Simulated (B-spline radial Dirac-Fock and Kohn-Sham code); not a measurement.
# Binding energies of Yb¹³⁺ at several levels of theory

System: Yb¹³⁺, 1s2 2s2 2p6 3s2 3p6 3d10 4s2 4p6 4d10 4f10 5s1.

The density-functional columns are spherical, spin-unpolarised Dirac-Kohn-Sham results without Breit or QED terms: −ε is minus the orbital energy of the initial state and ΔSCF the difference of two total energies. The reference in the last column comes from Dirac-Fock ΔSCF + Breit + QED. All numbers are from a B-spline atomic structure program, in eV; a selection of levels is shown. For the 1s level of heavy atoms much of the gap between ΔSCF and the reference is the Breit and QED part, -290.1 eV here; for other levels the error of the functional can be larger.

```tsv
level	LDA −ε	LDA ΔSCF	Dirac-Fock
K (1s)	61370.6	61893.0	61615.1
L1 (2s)	10618.5	10719.9	10779.4
L2 (2p1/2)	10146.1	10273.9	10263.5
L3 (2p3/2)	9100.1	9212.9	9228.3
M1 (3s)	2602.2	2637.1	2687.3
M2 (3p1/2)	2392.8	2429.7	2461.5
M3 (3p3/2)	2170.8	2205.2	2238.6
M4 (3d3/2)	1812.4	1852.2	1859.7
M5 (3d5/2)	1763.9	1802.8	1812.1
N2 (4p1/2)	637.9	656.6	675.0
N3 (4p3/2)	586.3	604.4	623.4
N4 (4d3/2)	445.2	462.9	470.0
N5 (4d5/2)	435.5	453.0	460.5
N6,7 (4f)	258.7	275.2	272.0
O1 (5s)	280.1	290.8	284.5
```

Values without a named source are computed, but for edge energies of neutral atoms, which are taken from tables.
